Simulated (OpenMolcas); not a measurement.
Ionisation energies of platinum

```
Program             : OpenMolcas
Basis               : ANO-RCC-VTZP [8s7p5d3f1g]
Scalar Hamiltonian  : DKH2, point nucleus
Spin-orbit coupling : state interaction with AMFI integrals over the reference wave functions, term energies averaged over their components
```

Active shells in each charge state: the valence d, s shells, with orbitals averaged over the low states. Where CASPT2's correlated closed shells are named, they are those of the first ion.

A. CASSCF
B. SS-CASPT2, IPEA 0.25 Eh, imaginary shift 0.1 Eh (closed shells correlated: 5s 5p)
C. SS-CASPT2, IPEA 0.25 Eh, imaginary shift 0.1 Eh (closed shells correlated: 4f 5s 5p)
D. SS-CASPT2, IPEA 0 Eh, imaginary shift 0.1 Eh (closed shells correlated: 5s 5p)

Energies in eV between the lowest computed levels, named as in B; reference values from the NIST Atomic Spectra Database with their kind.

```csv
From,To,A,B,C,D,Spin-orbit share in B,Reference
Pt+ 5d⁹ ²D_5/2,Pt2+ 5d⁸ ³F₄,16.452,18.403,18.514,18.360,-0.334,18.560 (measured)
```

Steps that some method lacks are left out, and so are those with a state whose active s or d shell is doubly occupied in every root (s and p with five to eight electrons, d10) over a frozen core shell of the same l, since the two then mix freely.

Error against the reference values, in %:

```tsv
From	Reference	A	B	C	D
Pt+	measured	-11.4	-0.8	-0.2	-1.1
```

Absolute error against the one measured value: A 2.11 eV, B 0.16 eV, C 0.05 eV, D 0.20 eV. C lies closest.

The lowest level within the active space need not be the ion's true ground level.
